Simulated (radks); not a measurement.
Values are calculated unless marked as measured or tabulated.
Initial-state core-level shifts of the aluminium ion Al+ when its valence configuration changes from [Ne] 3s2. Level of theory: scalar-relativistic Kohn-Sham, PBEsol, spin-polarised, spherical densities, point nucleus; open shells are filled with parallel spins first (a radial shooting solver on a logarithmic mesh with Libxc functionals). Shifts are changes of the shell-averaged eigenvalues in eV (positive: less bound).

valence          1s      2s      2p
3s1.5 3p0.5  -0.803  -0.792  -0.784
3s1 3p1      -1.389  -1.388  -1.370
3p2          -3.074  -3.042  -3.006
3s0.5 3p1.5  -2.236  -2.220  -2.194
